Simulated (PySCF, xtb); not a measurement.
C₃H₆F₂Si, SMILES C(/[SiH2]F)=C(\C)F.

xtb 6.7.1 with GFN2-xTB at its own geometry gives an orbital gap of 4.52 eV and a dipole moment of 2.25 D.

Coordinates come from a PBE0-D3(BJ)/def2-SVP optimisation. The structure was generated by enumeration; whether it is a known compound was not checked. One conformer was computed; it need not be the lowest.

Problem. What does PBE/def2-TZVP in PySCF give? (Estimate from the structure and the level; the computed values follow.)

Solution. gap 5.03 eV (levels -6.44 and -1.41 eV), dipole 2.73 D.
